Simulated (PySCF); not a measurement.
**Dipole response of S(2+) (sulfur, charge +2)**

[Ne] 3s2 3p2, high-spin 3P determinant. Calculation: PySCF 2.14, in aug-cc-pV(T+d)Z with one added diffuse shell each of s, p, d, f type (7s6p5d3f, 71 functions); no relativity, point nucleus. Coupled (time-dependent) response in atomic units; α is the mean over directions.

```
method  mean α (bohr³)         α xx, yy, zz  C₆ (like pair)  S(−4)
   UHF           7.498  7.757, 7.368, 7.368           27.33  20.85
   PBE           7.318  7.496, 7.229, 7.229           26.52  18.52
  PBE0           7.326  7.536, 7.222, 7.222           26.56  18.70
  BLYP           7.285  7.438, 7.208, 7.208           26.33  18.23
 M06-L           7.078  7.379, 6.928, 6.928           25.84  16.35
```

S(−4) is the Cauchy moment in α(ω) = α(0) + S(−4) ω² + …

α(iu) at BLYP:

| u (hartree) | α(iu) (bohr³) |
| --- | --- |
| 0 | 7.285 |
| 0.0500 | 7.239 |
| 0.100 | 7.107 |
| 0.200 | 6.629 |
| 0.300 | 5.972 |
| 0.500 | 4.565 |
| 0.750 | 3.164 |
| 1.00 | 2.239 |
| 1.50 | 1.256 |
| 2.00 | 0.8028 |
| 3.00 | 0.4221 |
| 5.00 | 0.1925 |

A single London oscillator, α(iu) = α/(1 + u²/ω²), gives C₆ = (3/4) ω α². Matching the computed C₆ needs ω = 4 × 26.33 / (3 × 7.285²) = 0.662 hartree.

For an ion, C₆ is the dispersion term alone; charge-induced terms of lower order in 1/R come first.

The components differ because the open shell of this determinant is not spherical; for a pure term their mean is the scalar polarisability.
